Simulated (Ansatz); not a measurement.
```yaml
crystal:
  periodic: [false, false, false]
  atoms:
    - {symbol: C, position_ang: [0.226951, 1.834930, 0.168543]}
    - {symbol: C, position_ang: [-0.122927, 0.702236, -0.396606]}
    - {symbol: N, position_ang: [-0.436930, -0.310824, -0.976376]}
    - {symbol: Sb, position_ang: [-0.867491, -2.084398, 0.002541]}
    - {symbol: H, position_ang: [1.273106, 2.073496, 0.300534]}
    - {symbol: H, position_ang: [-0.527078, 2.539808, 0.489608]}
    - {symbol: H, position_ang: [0.285129, -2.944550, -0.919759]}
    - {symbol: H, position_ang: [0.261441, -1.867797, 1.275715]}
basis:
  gaussian: {orbitals: def2-SVP}
total_charge: 1
magnetization: {spin_polarized: true, initial_magnetization: 1}
hamiltonian: {xc: {name: HF}}
correlation: {active_space: {window: {electrons: 40, orbitals: 30}}}
output: {forces: true}
```

```sh
$ ansatz run in.yaml --threads 2 --pin off --events-out ev --progress --plain --max-ram 4352MiB
```

**Question.** How does Ansatz answer? (Estimate.)

**Answer.** Ansatz gave: The input was rejected before any iteration.
```
Error: invalid value for `correlation.active_space`: it starts from restricted Hartree–Fock orbitals; set hamiltonian.xc: hf without magnetization.spin_polarized
```
